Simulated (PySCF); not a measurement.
Ho²⁺: excitation energy

Ho²⁺ [Xe] 4f11 (high-spin determinant) → Ho²⁺ [Xe] 4f10 6p1 (high-spin determinant), as a difference of total energies. Computed with PySCF 2.14 in ANO-RCC-VTZP (8s7p5d3f2g1h, 104 functions), with scalar relativity by spin-free X2C-1e. Correlated levels: valence: [Kr] 4d10 frozen; valence and next inner shell: [Ar] 3d10 frozen. The calculations carry no spin-orbit coupling.

```
                                method  excitation energy (eV)
                                   UHF                   4.132
                         MP2 (valence)                   8.663
                     SCS-MP2 (valence)                   8.290
    MP2 (valence and next inner shell)                   9.174
SCS-MP2 (valence and next inner shell)                   8.609
```

How much does correlation contribute at MP2 (valence and next inner shell)?

9.174 − (4.132) = 5.042 eV, measured against UHF.

The basis was made for the ground configuration and has no added diffuse functions, so the excitation energy can come out too high.

The determinant of the lower state and of the upper state mixes LS terms, which raises its energy above the lowest term, most at the Hartree-Fock and MP2 levels.
